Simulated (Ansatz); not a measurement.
Compare A (`C=C[SiH2]N[SiH3]`) with its isomer B (`NC1C[SiH2][SiH2]1`).

Gas-phase electronic energies from Ansatz, PBE0-D4/def2-TZVP geometries. CCSD(T)/CBS adds triple-zeta CCSD(T) − MP2 to the extrapolated MP2 energy (def2 sets, frozen cores). DFT in def2-TZVPP. B3LYP here is the variant with VWN-RPA as its local correlation; programs differ in this. One conformer a species, not always the lowest.

(1) Which isomer does CCSD(T)/CBS put lower? Give the gap. (Estimate.)

(2) Give E(B) − E(A) in kcal/mol with B3LYP, PBE0-D4, B3LYP-D4, PBE-D4, B2PLYP, ωB97M-V, HF/def2-TZVPP. (Estimate.)

Largest T1 diagnostic: 0.012.

Results:

(1) Ansatz gave: A, by 35.8 kcal/mol.

(2) Ansatz gave: B3LYP 38.5, PBE0-D4 26.8, B3LYP-D4 37.2, PBE-D4 25.4, B2PLYP 38.2, ωB97M-V 34.5, HF/def2-TZVPP 48.6. None reverses the order clearly.

The D4 term adds −1.3 kcal/mol with B3LYP and −0.6 kcal/mol with PBE0; it sums over pairs of atoms, weighted by their polarisabilities, and B3LYP, whose exchange is more repulsive, gets the larger term. From PBE to PBE0 (25 % exact exchange), in def2-TZVPP and without D4, E(B) − E(A) moves by +1.2 kcal/mol.
